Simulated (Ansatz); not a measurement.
`N[Si]([SiH3])(Cl)Cl`, 10 atoms. The species carries charge 0 and has multiplicity 1. All runs use 4 threads of an Arm Neoverse V1 on a shared host. Correlated methods freeze the cores.

**Question.** Give the basis size and wall time and peak host memory of each of these runs in Ansatz. RHF-CCSD(T)/def2-SVP energy; RKS PBE0-D4/def2-SVP energy; RKS ωB97M-V/def2-QZVPP energy; RKS PBE0-D4/def2-QZVPP energy; RKS PBE0-D4/def2-TZVP relaxation (31 steps); RKS ωB97M-V/def2-SVP energy; RKS PBE0-D4/def2-TZVP frequencies; RHF-MP2/def2-QZVPP energy; direct RPA on PBE orbitals/def2-TZVPP energy; RKS PBE0-D4/def2-TZVPP energy; RKS B97M-V/def2-TZVPP energy; RKS B3LYP-D4/def2-TZVPP energy and forces. (An estimate is asked.)

**Answer.** Ansatz gave: Other jobs shared the machine, so times are rough.

```csv
level,job,functions,wall time,peak host memory (GiB)
RKS PBE0-D4/def2-SVP,energy,111,1.5 s,0.48
RHF-CCSD(T)/def2-SVP,energy,111,4.3 s,0.48
RKS PBE0-D4/def2-TZVPP,energy,269,4.5 s,0.89
RKS ωB97M-V/def2-SVP,energy,111,6 s,0.48
direct RPA on PBE orbitals/def2-TZVPP,energy,269,6.5 s,0.63
RKS B3LYP-D4/def2-TZVPP,energy and forces,269,7 s,0.95
RKS B97M-V/def2-TZVPP,energy,269,13 s,0.52
RKS PBE0-D4/def2-QZVPP,energy,487,14 s,2.3
RHF-MP2/def2-QZVPP,energy,487,24 s,3
RKS ωB97M-V/def2-QZVPP,energy,487,29 s,2.7
RKS PBE0-D4/def2-TZVP,relaxation (31 steps),209,2.2 min,0.67
RKS PBE0-D4/def2-TZVP,frequencies,209,3.1 min,0.67
```

B3LYP here is the variant with VWN-RPA as its local correlation; programs differ in this.
